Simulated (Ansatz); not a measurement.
Diatomic TeO, multiplicity 3 (the spin of the measured ground state). No spin–orbit coupling.

D_e counts from the fitted minimum to each atom's lowest state at the same level, without counterpoise.

Codes used: Ansatz (Gaussian basis) for Hartree–Fock, density functionals and correlated methods.  In def2 rows elements past Kr take small-core potentials, without spin–orbit coupling.

Task: What is the computed bond energy D_e (PBE0/def2-TZVPP)?

Result: 92.7 kcal/mol

Task: What is the computed bond energy D_e (CAM-B3LYP/def2-TZVPP)?

Result: 92.2 kcal/mol

Ansatz is a quantum-chemistry and plane-wave program.
